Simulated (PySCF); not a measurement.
**Orbital levels and atomic charges**

System: P35H15O15 (flake black phosphorene).

Cartesian coordinates (Å):
```
  1 P    -1.954   -1.099   -2.466
  2 P    -5.085   -1.163   -2.421
  3 P    -3.506   -1.031   -0.926
  4 P    -1.912   -1.065    1.628
  5 P    -5.200   -0.889    1.551
  6 P    -3.574   -1.137    3.040
  7 P    -1.955    1.021   -3.088
  8 P    -3.608    0.851   -4.556
  9 P    -5.144    0.981   -2.951
 10 P    -1.949    0.736    5.279
 11 P    -1.894    1.092    1.098
 12 P    -3.487    0.978    3.715
 13 P    -3.467    1.132   -0.412
 14 P    -5.050    1.267    1.080
 15 P     4.446   -1.151   -2.446
 16 P     6.097   -1.039   -1.008
 17 P     1.272   -1.081   -2.484
 18 P     2.848   -1.054   -0.969
 19 P    -0.332   -1.061   -1.000
 20 P     4.492   -0.977    1.586
 21 P     1.280   -1.077    1.633
 22 P     2.901   -1.147    3.095
 23 P    -0.315   -1.125    3.135
 24 P     4.456    0.989   -3.051
 25 P     2.844    0.948   -4.584
 26 P     1.245    1.045   -3.082
 27 P    -0.363    0.878   -4.609
 28 P     6.082    1.103   -0.456
 29 P     4.457    1.183    1.036
 30 P     2.874    0.980    3.729
 31 P     1.261    0.885    5.256
 32 P     2.848    1.107   -0.429
 33 P     1.272    1.072    1.085
 34 P    -0.343    0.991    3.759
 35 P    -0.317    1.071   -0.410
 36 O    -6.322   -1.193   -1.342
 37 H    -7.168   -1.172   -1.796
 38 O    -6.439   -0.597    2.623
 39 H    -6.857   -1.413    2.911
 40 O    -3.681   -0.772   -4.815
 41 H    -3.118   -1.055   -5.543
 42 O    -6.512    0.771   -3.852
 43 H    -6.905    1.609   -4.111
 44 O    -2.040   -0.899    5.423
 45 H    -1.503   -1.239    6.147
 46 O    -4.742    0.977    4.750
 47 H    -5.583    1.026    4.282
 48 O    -6.241    1.380   -0.044
 49 H    -7.115    1.382    0.356
 50 O     7.252   -0.881   -2.185
 51 H     8.093   -1.256   -1.914
 52 O     5.708   -0.914    2.676
 53 H     6.564   -0.951    2.235
 54 O     5.632    0.917   -4.180
 55 H     6.507    0.874   -3.778
 56 O     2.730   -0.664   -4.968
 57 H     3.490   -0.949   -5.486
 58 O    -0.441   -0.740   -4.907
 59 H     0.348   -1.057   -5.364
 60 O     7.338    0.853    0.605
 61 H     7.756    1.681    0.860
 62 O     4.053    0.911    4.858
 63 H     4.930    0.910    4.461
 64 O     1.159   -0.733    5.592
 65 H     1.888   -1.023    6.151
```

Method: PBE/def2-SVP, gas phase, PySCF, fitting set def2-universal-JFIT, grid level 1.

Give the orbital energies near the gap.


```json
{"orbital": "HOMO-4", "eV": "-4.79"}
{"orbital": "HOMO-3", "eV": "-4.65"}
{"orbital": "HOMO-2", "eV": "-4.58"}
{"orbital": "HOMO-1", "eV": "-4.34"}
{"orbital": "HOMO", "eV": "-4.30"}
{"orbital": "LUMO", "eV": "-2.84"}
{"orbital": "LUMO+1", "eV": "-2.46"}
{"orbital": "LUMO+2", "eV": "-2.25"}
{"orbital": "LUMO+3", "eV": "-2.18"}
```

Give the partial charges of the non-hydrogen atoms.


| atom | Mulliken | IAO | Hirshfeld |
| --- | --- | --- | --- |
| P1 | 0.06 | 0.03 | 0.01 |
| P2 | 0.33 | 0.43 | 0.11 |
| P3 | -0.12 | -0.02 | 0.00 |
| P4 | -0.07 | 0.00 | 0.00 |
| P5 | 0.19 | 0.35 | 0.08 |
| P6 | -0.01 | -0.05 | -0.03 |
| P7 | -0.15 | -0.08 | -0.03 |
| P8 | 0.23 | 0.34 | 0.07 |
| P9 | 0.16 | 0.34 | 0.07 |
| P10 | 0.27 | 0.38 | 0.10 |
| P11 | -0.02 | -0.01 | -0.01 |
| P12 | 0.19 | 0.39 | 0.10 |
| P13 | -0.05 | 0.00 | 0.00 |
| P14 | 0.25 | 0.38 | 0.09 |
| P15 | -0.03 | -0.05 | -0.03 |
| P16 | 0.19 | 0.35 | 0.07 |
| P17 | 0.05 | 0.01 | 0.00 |
| P18 | -0.08 | -0.01 | -0.01 |
| P19 | -0.04 | 0.00 | -0.01 |
| P20 | 0.22 | 0.41 | 0.10 |
| P21 | -0.06 | 0.00 | 0.00 |
| P22 | -0.01 | -0.04 | -0.02 |
| P23 | 0.07 | 0.03 | 0.00 |
| P24 | 0.18 | 0.37 | 0.09 |
| P25 | 0.27 | 0.37 | 0.09 |
| P26 | -0.15 | -0.07 | -0.03 |
| P27 | 0.27 | 0.38 | 0.09 |
| P28 | 0.19 | 0.32 | 0.05 |
| P29 | -0.07 | -0.08 | -0.05 |
| P30 | 0.19 | 0.37 | 0.09 |
| P31 | 0.27 | 0.38 | 0.09 |
| P32 | -0.04 | 0.00 | -0.01 |
| P33 | -0.01 | -0.01 | -0.01 |
| P34 | -0.17 | -0.08 | -0.03 |
| P35 | -0.01 | -0.01 | -0.01 |
| O36 | -0.34 | -0.69 | -0.23 |
| O38 | -0.38 | -0.71 | -0.24 |
| O40 | -0.32 | -0.68 | -0.21 |
| O42 | -0.37 | -0.71 | -0.24 |
| O44 | -0.32 | -0.68 | -0.20 |
| O46 | -0.34 | -0.69 | -0.23 |
| O48 | -0.33 | -0.69 | -0.22 |
| O50 | -0.37 | -0.71 | -0.23 |
| O52 | -0.35 | -0.70 | -0.23 |
| O54 | -0.35 | -0.70 | -0.24 |
| O56 | -0.35 | -0.69 | -0.21 |
| O58 | -0.34 | -0.69 | -0.21 |
| O60 | -0.38 | -0.72 | -0.24 |
| O62 | -0.35 | -0.70 | -0.24 |
| O64 | -0.34 | -0.69 | -0.21 |
